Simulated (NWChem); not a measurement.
CH₄F₃NSi; SMILES N[SiH2]C(F)(F)F

```xyz
10

N     -0.5583     2.2651     0.0000
Si     0.6532     1.0494     0.0000
C     -0.0358    -0.7621     0.0000
F     -0.7981    -1.0104    -1.0799
F      0.9548    -1.6696     0.0000
F     -0.7981    -1.0104     1.0799
H     -1.0924     2.4660     0.8375
H     -1.0924     2.4660    -0.8375
H      1.4680     1.1535    -1.2411
H      1.4680     1.1535     1.2411
```
Atoms are numbered in this order, from 1.

Computed with NWChem. Medium grid unless said otherwise, to which SCAN and Minnesota functionals are sensitive. All runs use the structure optimised with PBE0/def2-SVP.

Question: Order these by “dipole (D)”, lowest first: B3LYP/def2-SVP; PW6B95/def2-SVP; PBE/def2-SVP; Hartree-Fock/def2-SVP.

Answer: PBE/def2-SVP (2.40), B3LYP/def2-SVP (2.54), PW6B95/def2-SVP (2.62), Hartree-Fock/def2-SVP (2.88)
